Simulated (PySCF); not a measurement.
Gas-phase reaction: 2 (H2SiO)3 + 3 SiF3OH → 3 SiF(OH)3 + 6 SiHF

Method: PySCF energies (xtb for GFN2) plus ideal-gas RRHO corrections (1 bar). † marks an energy on the PBE0/def2-TZVP geometry and frequencies; other levels use their own. MP2 freezes the core. 6-31G* has spherical d functions here. All species are closed-shell singlets. B3LYP is the form with VWN-RPA correlation. No R ln 2 is added for the mirror-image form of SiF(OH)3. (H2SiO)3, SiF3OH, SiF(OH)3, SiHF: computed as isolated molecules; such fragments, hydroxides, amides, oligomers or adducts are transient or little studied in the gas. MP2 isn't extrapolated to the basis-set limit; its ΔH°(298 K) is 1871.8 kJ in def2-SVP and 1969.0 kJ in def2-TZVPP. The harmonic model lacks anharmonicity and excited electronic states, which grow with temperature; levels with a mode under 35 cm⁻¹ are left out. Internal rotation in SiF3OH, SiF(OH)3 is treated as a harmonic vibration of one conformer, which makes the entropy rough. Soft modes under 120 cm⁻¹ make the harmonic entropy rough for (H2SiO)3. Warning, point group unlike the PBE0 one: SiF(OH)3 (B3LYP/6-31G*).

```json
[
 {"level": "B3LYP/6-31G*", "ΔE electronic, kJ": "1829", "ΔH°(298 K), kJ": "1799", "ΔS°(298 K), J/K": "793", "ΔG°(2500 K), kJ": "-105"},
 {"level": "GFN2-xTB", "ΔE electronic, kJ": "2008", "ΔH°(298 K), kJ": "1995", "ΔS°(298 K), J/K": "722", "ΔG°(2500 K), kJ": "314"},
 {"level": "HF/def2-TZVP†", "ΔE electronic, kJ": "1970", "ΔH°(298 K), kJ": "1946", "ΔS°(298 K), J/K": "764", "ΔG°(2500 K), kJ": "113"},
 {"level": "MP2/def2-SVP†", "ΔE electronic, kJ": "1895", "ΔH°(298 K), kJ": "1872", "ΔS°(298 K), J/K": "764", "ΔG°(2500 K), kJ": "39"},
 {"level": "MP2/def2-TZVPP†", "ΔE electronic, kJ": "1993", "ΔH°(298 K), kJ": "1969", "ΔS°(298 K), J/K": "764", "ΔG°(2500 K), kJ": "136"},
 {"level": "PBE/def2-TZVP†", "ΔE electronic, kJ": "1765", "ΔH°(298 K), kJ": "1742", "ΔS°(298 K), J/K": "764", "ΔG°(2500 K), kJ": "-91"},
 {"level": "LDA/def2-TZVP†", "ΔE electronic, kJ": "1959", "ΔH°(298 K), kJ": "1936", "ΔS°(298 K), J/K": "764", "ΔG°(2500 K), kJ": "103"},
 {"level": "ωB97X-V/def2-TZVP†", "ΔE electronic, kJ": "1956", "ΔH°(298 K), kJ": "1932", "ΔS°(298 K), J/K": "764", "ΔG°(2500 K), kJ": "99"}
]
```
ΔH° is lowest at PBE/def2-TZVP† and highest at GFN2-xTB. No reference value is set beside these.
